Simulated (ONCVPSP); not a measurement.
**Varying the ONCV potential for Ta (Z = 73)**

Base potential:

```json
{"Element": "tantalum", "Generator": "ONCVPSP 4.0.1", "Type": "optimised norm-conserving Vanderbilt (ONCV)", "Functional": "PBE", "Relativity": "scalar-relativistic", "Frozen core": "[Kr] 4d10 4f14", "Valence charge": "13", "Reference configuration": "5s2 5p6 5d3 6s2", "Partial waves": "5s+6s: rc 1.80 bohr, ncon 4, nbas 7, qcut 5.2 1/bohr, 3 projectors, debl 1.4 Ha; 5p: rc 1.30 bohr, ncon 4, nbas 7, qcut 5.8 1/bohr, 2 projectors, debl 0.6 Ha; 5d: rc 2.10 bohr, ncon 3, nbas 7, qcut 4.7 1/bohr, 2 projectors, debl 2.9 Ha", "Local potential": "polynomial inside 1.25 bohr (lpopt 3, dvloc0 0 Ha)", "Core correction": "Teter function, fcfact 4.75, rcfact 1"}
```

In the p channel the program set the typed energies aside and used -1.448, 0.250 Ha.

All-electron outer shells of the reference configuration (PBE, scalar-relativistic, ld1.x):

```csv
shell,level (eV),outermost node (bohr),outermost maximum (bohr)
5s,-73.00,0.54,0.98
5p,-39.40,0.58,1.13
4f,-24.70,–,0.44
6s,-5.44,1.32,2.78
5d,-3.59,0.65,1.58
```

Cutoffs, loose and tight: the cutoffs (Ha) at which the residual kinetic energy of the hardest occupied pseudo-wave falls to 1 and 0.1 mHa per electron. They do not see the model core or the augmentation charge, which bear on the density cutoff. Test errors are all-electron minus pseudo excitation energies from the reference, over the configurations 5s2 5p6 5d3 6s1; 5s2 5p6 5d3 6s0; 5s2 5p6 5d2 6s0; 5s1 5p6 5d3 6s2. A dash means not determined; rows that change the core or the reference have their own tests.

| change | outcome | cutoff, loose | cutoff, tight | bound ghosts | GHOST(+) flags above zero | largest test error (meV) |
| --- | --- | --- | --- | --- | --- | --- |
| base | generated, projector energies reset by the program | 74 Ha | 89 Ha | none | s | -691 |
| p: qcut 3.4 | generated, projector energies reset by the program | 77 Ha | 91 Ha | none | s | -688 |
| p: qcut 4 | generated, projector energies reset by the program | 78 Ha | 92 Ha | none | s | -688 |
| p: qcut 4.7 | generated, projector energies reset by the program | 78 Ha | 92 Ha | none | s | -688 |
| p: qcut 5.2 | generated, projector energies reset by the program | 77 Ha | 91 Ha | none | s | -688 |
| p: qcut 5.7 | generated, projector energies reset by the program | 75 Ha | 90 Ha | none | s | -691 |
| p: qcut 6.9 | generated, projector energies reset by the program | 43 Ha | 83 Ha | none | s | -702 |
| p: qcut 7.5 | generated, projector energies reset by the program | 29 Ha | 77 Ha | none | s | -705 |
| p: qcut 8.2 | generated, projector energies reset by the program | 30 Ha | 47 Ha | none | s | -710 |
| p: qcut 8.7 | generated, projector energies reset by the program | 31 Ha | 37 Ha | none | s | -713 |

(1) What comes out with this change to the base: p: qcut 6.4?

Answers

(1) outcome: generated, projector energies reset by the program; cutoff, loose: 67 Ha; cutoff, tight: 86 Ha; bound ghosts: none; GHOST(+) flags above zero: s; largest test error (meV): -697.

Reading the sweep of the qcut of the p channel (base included, trends over the rows without a ghost): The loose cutoff is not monotonic: lowest 29 Ha at 7.5 1/bohr, highest 78 Ha at 4.7 1/bohr. The median size of the test errors (rows with all tests solved) stays near 1.6 meV.
